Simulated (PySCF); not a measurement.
Al(All)(H)(Me) (C4H9Al), SMILES [AlH]([CH3])[CH2]C=C. Geometry: PBE-D3(BJ)/def2-SVP. The structure was generated by enumeration; whether it is a known compound was not checked. Other conformers were not sampled.

### Question
Give the equilibrium geometry at PBE-D3(BJ)/def2-SVP (PySCF confirms it by a frequency run) as Cartesian coordinates in Å, and its point group. (The exact figures need the calculation; the answer reports its results.)

### Answer
One answer among several that fit: point group Cs.
```xyz
14

Al     0.5181     0.6085     0.0000
C     -1.1781    -0.0273     1.2585
C     -1.2128    -0.6776     0.0000
C     -1.1781    -0.0273    -1.2585
H     -1.0826    -0.6326     2.1712
H     -1.6542     0.9609     1.3779
H     -0.9187    -1.7455     0.0000
H     -1.6542     0.9609    -1.3779
H     -1.0826    -0.6326    -2.1712
H      0.3903     2.1990     0.0000
C      2.1808    -0.4435     0.0000
H      2.8020    -0.2146    -0.8916
H      2.8020    -0.2146     0.8916
H      1.9917    -1.5370     0.0000
```
